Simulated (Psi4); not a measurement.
Relaxed torsion scan: SMILES c1(-c2ccsc2)ccc(C)s1 (C9H8S2). Scanned: dihedral S11–C5–C6–C7; all other coordinates were relaxed at GFN2-xTB. Points at φ and −φ are mirror images. Heavy atoms are numbered in the order of the SMILES Cc1ccc(-c2ccsc2)s1, hydrogens after them in the order of the atoms that carry them; the mirror image has the same energies with the sign of each dihedral reversed.

Computed with: B3LYP/def2-SVP // GFN2-xTB (Psi4); PBE/def2-SVP // GFN2-xTB (Psi4); PBE-D3(BJ)/def2-SVP // GFN2-xTB (Psi4).

Energies relative to the lowest point of each profile, in kJ/mol:

| φ / ° | B3LYP/def2-SVP | PBE/def2-SVP |
|---|---|---|
| -165 | 0.0 | 0.1 |
| -150 | 0.9 | 1.3 |
| -135 | 3.4 | 4.3 |
| -30 | 1.5 | 1.8 |
| -15 | 1.4 | 1.2 |
| 45 | 3.2 | 4.0 |
| 60 | 6.7 | 8.1 |
| 75 | 10.8 | 12.7 |
| 90 | 12.9 | 15.1 |
| 150 | 0.9 | 1.3 |
| 165 | 0.0 | 0.1 |
| 180 | 0.0 | 0.0 |

**Question.** Estimate the PBE-D3(BJ)/def2-SVP values at these points.

**Answer.** -165: 0.2; -150: 1.4; -135: 4.5; -30: 1.9; -15: 1.2; 45: 4.3; 60: 8.6; 75: 13.4; 90: 15.8; 150: 1.4; 165: 0.2; 180: 0.0 (kJ/mol).
